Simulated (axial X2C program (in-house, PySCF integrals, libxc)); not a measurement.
**Worked dissociation energy of HBr⁻: PBE0, two-component**

Computed with an axial X2C code built on PySCF integrals. Two-component (2c) means X2C with spin–orbit coupling and atomic mean-field two-electron Coulomb and Gaunt terms. Basis: Br dyall-acv3z [9s10p7d5f1g], H dyall-av3z [7s3p2d] (cores contracted in-house); Gaussian nuclei, density fitting, unrestricted open shells. Masses: Br 78.918 u, H 1.008 u.

Molecular state: Ω = 1/2 (⟨Sz⟩ = 0.50, ⟨Lz⟩ = 0.00 at PBE0).

```
E(Br-) (2M_J = 0) : -2605.232869 hartree
E(H) (2M_J = 1)   : -0.501327 hartree
E(HBr⁻) at Re     : -2605.745400 hartree
ωe                : 1392.2 cm⁻¹
ωexe              : 669 cm⁻¹
```

Problem. Work out De and D0.

Solution. De = -2605.232869 + (-0.501327) − (-2605.745400) = 0.01120 hartree = 0.305 eV. The zero-point energy is ωe/2 − ωexe/4 = 529 cm⁻¹ = 0.066 eV, so D0 = 0.239 eV.

One determinant describes the state; a PBE0 search over occupations chose it and may have missed a lower one. De is counted from the lowest determinant-based energies of the atoms at the same level, without counterpoise correction. Density functionals use the spin component along the axis (collinear). The highest occupied level is positive at some bond lengths even in Hartree–Fock (under at least one Hamiltonian), so the basis set holds the extra electron there; where that holds at Re the anion is at best weakly bound and its constants depend on the basis.

Each atomic determinant is the lowest at this level and need not be a pure J level. Totals compare only within one Hamiltonian and basis.
